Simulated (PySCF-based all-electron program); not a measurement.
# Distorting CH3Cs, singlet

Calculated with an in-house all-electron program built on PySCF, in large uncontracted Gaussian sets near the basis limit; Koelling–Harmon scalar relativity, no spin–orbit coupling, spin-restricted. Forces are good to about 0.002 eV/Å. Atoms are numbered as listed.

Shape A:

```
atom    x (Å)    y (Å)   z (Å)
  Cs   0.0000   0.0000  0.0000
   C   0.0000   0.0000  3.2780
   H   1.0098   0.2047  3.6632
   H  -0.6822   0.7722  3.6632
   H  -0.3276  -0.9769  3.6632
```

PBE forces:

| atom | Fx | Fy | Fz (eV/Å) |
| --- | --- | --- | --- |
| Cs1 | 0.000 | 0.000 | 0.658 |
| C2 | 0.000 | 0.000 | -0.524 |
| H3 | 0.066 | 0.013 | -0.045 |
| H4 | -0.045 | 0.050 | -0.045 |
| H5 | -0.021 | -0.064 | -0.045 |

Shape B:

```json
{"atom": "Cs", "x (Å)": "0.0000", "y (Å)": "0.0000", "z (Å)": "0.0000"}
{"atom": "C", "x (Å)": "0.0000", "y (Å)": "0.0000", "z (Å)": "2.6820"}
{"atom": "H", "x (Å)": "1.0098", "y (Å)": "0.2047", "z (Å)": "3.0672"}
{"atom": "H", "x (Å)": "-0.6822", "y (Å)": "0.7722", "z (Å)": "3.0672"}
{"atom": "H", "x (Å)": "-0.3276", "y (Å)": "-0.9769", "z (Å)": "3.0672"}
```

Against shape A, Cs1–C2 goes from 3.278 to 2.682 Å.

Problem. What forces does PBE give in shape B?

Solution. 

```
atom      Fx      Fy  Fz (eV/Å)
 Cs1   0.000   0.000     -0.754
  C2   0.000   0.000      0.267
  H3   0.090   0.018      0.162
  H4  -0.060   0.068      0.162
  H5  -0.029  -0.087      0.162
```

Shape C:

| atom | x (Å) | y (Å) | z (Å) |
| --- | --- | --- | --- |
| Cs | 0.0000 | 0.0000 | 0.0000 |
| C | 0.0000 | 0.0000 | 2.5330 |
| H | 1.0098 | 0.2047 | 2.9182 |
| H | -0.6822 | 0.7722 | 2.9182 |
| H | -0.3276 | -0.9769 | 2.9182 |

Against shape A, Cs1–C2 goes from 3.278 to 2.533 Å.

Problem. What forces does PBE give in shape C?

Solution. 

```tsv
atom	Fx	Fy	Fz (eV/Å)
Cs1	0.000	0.000	-1.695
C2	0.000	0.000	1.066
H3	0.104	0.021	0.210
H4	-0.070	0.079	0.210
H5	-0.034	-0.100	0.210
```
